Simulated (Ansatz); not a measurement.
Stepwise reaction of `BrBBr` with ammonia, as a gas-phase model of exchange steps in deposition or etching. ΔE in kJ/mol; ΔG adds harmonic PBE0-D4 terms to CCSD(T)/CBS, at 1 bar.

Calculated with Ansatz (gas phase, PBE0-D4/def2-TZVP geometries, no zero-point term in ΔE). CCSD(T)/CBS adds triple-zeta CCSD(T) − MP2 to the extrapolated MP2 energy (def2 sets, frozen cores). This one scheme is used for every species. DFT in def2-TZVPP. B3LYP here is the variant with VWN-RPA as its local correlation; programs differ in this. For Br outer-core shells are correlated without core-valence functions, which leaves a few kJ/mol of doubt a bond. Scalar relativity is left out up to krypton. One conformer a species, not always the lowest.

```
step                    reaction  PBE-D4  B3LYP-D4  ωB97M-V  CCSD(T)/CBS  ΔG(500 K)
   2  `NBBr` + NH₃ → `NBN` + HBr    -6.5     -11.2     -9.1         -3.6       -5.2
```

Problem. Give the row of step 1, `BrBBr` + NH₃ → `NBBr` + HBr. (An estimate is asked.)

Solution. Computed: 
| step | reaction | PBE-D4 | B3LYP-D4 | ωB97M-V | CCSD(T)/CBS | ΔG(500 K) |
| --- | --- | --- | --- | --- | --- | --- |
| 1 | `BrBBr` + NH₃ → `NBBr` + HBr | -58.4 | -65.2 | -65.5 | -56.5 | -58.5 |

Problem. By hand: ΔE of the 2 steps together at CCSD(T)/CBS.

Solution. (-56.5) + (-3.6) = -60.1 kJ/mol, or -30.1 kJ/mol a step.

In ΔE each step is higher than the one before. ΔG lies between -58.5 and -5.2 kJ/mol a step. PBE-D4 differs from CCSD(T)/CBS by -2.9 to -1.9 kJ/mol a step. Isolated molecules leave out the surface, adducts and barriers. Largest T1 diagnostic: 0.011.
